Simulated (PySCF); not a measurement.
Computed shifts of a molecule C4H2BrF, PBE/pcSseg-1 (PySCF), GIAO, gas phase, atoms alike by connectivity averaged where their shifts nearly agree, in ppm (number of nuclei): ¹³C: 167.1 (1), 109.8 (1), 99.9 (1), 81.8 (1). ¹⁹F: -106.3 (1). ¹H: 7.55 (1), 4.03 (1). References: ¹³C against TMS (σ = 182.0 ppm); ¹⁹F against CFCl3 (σ = 133.6 ppm); ¹H against TMS (σ = 31.49 ppm), references at their B3LYP-D3(BJ)/def2-TZVP geometries, non-relativistic (without spin–orbit terms, shifts of atoms bonded to Cl or Br come out too high). The structure is a stationary point at PBE0-D3(BJ)/def2-SVP. One conformer was computed; it need not be the lowest.

Problem. Which molecule gave these data?
A. C#C/C(F)=C\Br
B. C#C/C(Br)=C\F
C. C#C/C=C(\F)Br

Solution. B, C#C/C(Br)=C\F
